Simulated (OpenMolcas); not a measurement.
**Lines of W: computed and rescaled rates**

* Program: OpenMolcas
* Method: CASSCF
* Basis: ANO-RCC-VQZP [9s8p6d4f3g2h]
* Scalar Hamiltonian: DKH2, point nucleus
* Active space: 4 electrons in 5 orbitals (5d)
* State averaging: 2S+1 = 5 even, 5 roots; 2S+1 = 3 even, 45 roots; 2S+1 = 1 even, 50 roots (49 in the spin-orbit step)
* Spin-orbit coupling: RASSI with atomic mean-field integrals over the reference wave functions, term energies averaged over their components

Rates come from the transition moments of the reference wave functions (E1 and E2 in the length form). At fixed line strength A goes as λ^-3 for E1 and M1 and as λ^-5 for E2, so a rate at the computed wavelength can be rescaled to the measured one. Measured vacuum wavelengths follow from level energies in NIST Handbook of Basic Atomic Spectroscopic Data. Branching counts decays inside the model space alone, at computed energies, and the table is only a selection of the M1 lines, drawn from those between levels with measured partners whose computed energy lies within a factor of 1.5 of the measured one.

| Upper | Lower | Type | λ computed (nm) | λ measured (nm) | A computed (s-1) | A rescaled (s-1) | Branching % |
| --- | --- | --- | --- | --- | --- | --- | --- |
| 5d4 6s2 3P1(1) | 5d4 6s2 5D2 | M1 | 673.7 | 1002 | 1.22e+01 |  | 88.8 |
| 5d4 6s2 3P2(1) [70 %] | 5d4 6s2 5D3 | M1 | 571.1 | 693.3 | 3.36e+00 |  | 67.6 |
| 5d4 6s2 3P2(1) [70 %] | 5d4 6s2 3P1(1) | M1 | 2261 | 1682 | 1.14e+00 | 2.77e+00 | 22.9 |
| 5d4 6s2 5D2 | 5d4 6s2 5D1 | M1 | 5640 | 6041 | 2.95e-01 | 2.40e-01 | 100.0 |
| 5d4 6s2 5D3 | 5d4 6s2 5D2 | M1 | 5697 | 6647 | 2.39e-01 | 1.50e-01 | 100.0 |
| 5d4 6s2 5D1 | 5d4 6s2 5D0 | M1 | 6846 | 5987 | 1.50e-01 | 2.24e-01 | 100.0 |
| 5d4 6s2 5D4 | 5d4 6s2 5D3 | M1 | 6083 | 7198 | 1.14e-01 | 6.88e-02 | 100.0 |

Spin-changing lines and M1 lines between different terms are not rescaled, since their strength hangs on the term gaps too.

The largest correction is for 5d4 6s2 3P2(1) [70 %] → 5d4 6s2 3P1(1) (M1): 1.14e+00 × (2261 / 1682)^3 = 2.77e+00 s-1, a factor of 2.43.

No measured rate stands beside these. Rescaling mends the energy factor alone: line strengths can still be far off where a level mixes with configurations outside the active space, and weak or spin-changing lines hang on small mixing coefficients that depend on the term gaps too, so rescaling need not improve them.

Some high roots are left out of the spin-orbit mixing, which shifts the levels that they would mix with. Without dynamic correlation excited terms often stand tens of per cent too high (terms of higher spin than the ground term too low), and those without a measured partner can miss by more than the paired ones. Some levels mix across a computed gap that differs much from the measured one, so their mixing is not that of the real levels. With the s shell closed, the reference lacks s² → p², s² → d² and s → d mixing, so excited terms can stand far too high and out of order, with CASPT2 too. Computed and measured levels are paired by configuration, term and J; levels that our copy of the source lacks, or whose pairing is in doubt (as where it misses far off the trend of its configuration), stay unpaired. Levels of configurations outside the active space are missing.

A share in square brackets marks a mixed level and gives the weight of the term that names it. A number in round brackets counts repeated terms of one configuration in the order of the reference energies.
